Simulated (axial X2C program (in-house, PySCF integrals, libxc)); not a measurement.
# HfP⁺: from the spin-free to the two-component result

All values were computed with an in-house all-electron X2C program for linear molecules (integrals from PySCF). Spin-free means the one-electron spin-free X2C Hamiltonian; two-component (2c) means X2C with spin–orbit coupling and atomic mean-field two-electron Coulomb and Gaunt terms, so the difference of the two also holds small scalar two-electron terms. Basis: Hf dyall-cv3z [13s14p9d7f4g], P dyall-v3z [8s7p2d1f] (cores contracted in-house); Gaussian nuclei, density fitting, unrestricted open shells. Masses: Hf 179.947 u, P 30.974 u.

Spin-free state: M_S = 0, Λ = 0 (closed shell); fragments Hf+ + P.

```csv
level,Re (Å),ωe (cm⁻¹),De (eV),μ (D)
r2SCAN0,2.158,545.6,3.162,-4.12
```

Dipoles are positive if P is the positive end and refer to the centre of mass.

Two-component determinant lowest at the distance of the search:

Ω = 0 (closed shell); fragments Hf+ + P.

```
  level  Re (Å)  ωe (cm⁻¹)  μ (D)
r2SCAN0   2.159      543.4  -4.07
```

Task: From the two tables, how do the constants change at the r2SCAN0 level (2c against spin-free)?

Result: At the r2SCAN0 level Re increases by 0.001 Å and ωe goes down by 2.2 cm⁻¹.

Occupations by symmetry block were frozen at the best pattern of an incomplete PBE0 search. The closed shell is kept restricted, so the energy runs too high when the bond is stretched far. Dissociation energies refer to the lowest single-determinant-based atoms at the same level and basis. De is not given where an atomic determinant may have missed its ground term or J level, or where the truncated virtual space spoils (T). The functionals have no current-density term, which raises determinants with orbital currents, atoms included.
